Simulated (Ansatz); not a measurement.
Reaction (substitution at a C–C bond): `CC(=O)C(C)C(C)=O` + `C[SiH](N)N` → `CN[SiH](C)N` + `CC(=O)CC(C)=O`

Program: Ansatz. Geometries: PBE0-D4/def2-TZVP. ΔE: electronic, gas phase. CCSD(T)/CBS adds triple-zeta CCSD(T) − MP2 to the extrapolated MP2 energy (def2 sets, frozen cores). DFT in def2-TZVPP. B3LYP here is the variant with VWN-RPA as its local correlation; programs differ in this. Each species was taken in one conformer, which may not be the lowest.

```csv
level,ΔE (eV)
PBE-D4,0.39
PBE0-D4,0.41
B3LYP-D4,0.38
B2PLYP,0.40
r2SCAN,0.43
B3LYP,0.34
HF/CBS(def2),0.33
MP2/CBS(def2),0.51
```

Q: What does CCSD(T)/CBS give? (An estimate is asked.)

A: Computed: +0.47 eV. The listed levels differ from it by -0.08, -0.06, -0.09, -0.07, -0.04, -0.13, -0.14, 0.04 eV.

Largest T1 diagnostic among the species: 0.015.

In def2-TZVPP, CCSD(T) changes the Hartree–Fock value by +0.13 eV (the triples alone add +0.02 eV) and MP2 by +0.17 eV. The D4 term adds +0.03 eV with B3LYP and +0.02 eV with PBE0; it sums over pairs of atoms, weighted by their polarisabilities, and B3LYP, whose exchange is more repulsive, gets the larger term.
